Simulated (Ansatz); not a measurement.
Species: sum formula InOH, charge 0, multiplicity 1. SMILES: [OH][In]
Coordinates optimised at B3LYP-D3(BJ)/def2-TZVP (Ansatz, an electronic-structure program):
```xyz
3

In    -0.1901    -0.1458    -0.2219
O      0.9785     0.7034     1.2141
H      1.4855     1.5186     1.1611
```

**Question.** Give the harmonic wavenumbers at B3LYP-D3(BJ)/def2-TZVP (Ansatz, finite differences of forces, unscaled).

**Answer.** 410, 534, 3841 cm⁻¹. Zero-point energy 6.8 kcal/mol.

**Question.** From these and the geometry, give the ideal-gas thermochemistry at 298.15 K and 1 atm (rigid rotor, harmonic oscillator).

**Answer.** Point group Cs, rotational symmetry number 1. Rotational constants 969.4, 7.898, 7.835 GHz. S(trans) 40.54, S(rot) 19.22, S(vib) 1.51, S(elec, spin only) 0.00, S 61.3 cal/(mol K). H(298) - H(0) 2.68 kcal/mol; G - E(el) -8.7 kcal/mol.
